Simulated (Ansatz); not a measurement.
# Setting up GeH2F (SMILES [F][GeH2]) in Ansatz

GeH2F: 4 atoms, total charge 0, spin state doublet. SMILES: `[F][GeH2]`. Geometry: relaxed at PBE0-D4/def2-TZVP.

```xyz
4

F     0.1382   -0.5854    1.4420
Ge    0.3057   -0.2232   -0.2571
H    -1.0788   -0.5278   -0.8820
H     0.6904    1.2760   -0.3231
```

Settings wanted:

```yaml
basis_set: STO-3G
task: energy
method: CCSDT
dispersion: none
reference: UHF
relativity: none
accuracy: high
frozen_core_orbitals: 10
```

**Question.** Give an Ansatz 0.2.0 job that does this.

**Answer.** This one ran through:

job.yaml:
```yaml
crystal:
  periodic: [false, false, false]
  atoms:
    - symbol: F
      position_ang: [0.138200, -0.585400, 1.442000]
    - symbol: Ge
      position_ang: [0.305700, -0.223200, -0.257100]
    - symbol: H
      position_ang: [-1.078800, -0.527800, -0.882000]
    - symbol: H
      position_ang: [0.690400, 1.276000, -0.323100]
basis:
  gaussian:
    orbitals: STO-3G
magnetization:
  spin_polarized: true
  initial_magnetization: 1
correlation:
  method: ccsdt
  frozen_orbitals: {F: 1, Ge: 9, H: 0}
accuracy: high
scf:
  omitted_lower_state_checks: [cluster_reference, increment]
```

```bash
$ ansatz run job.yaml --threads 1 --pin off --max-ram 2610MiB --events-out events.jsonl --progress --plain --runs-dir runs
```

Calculated total energy: -2150.97594 Eh.
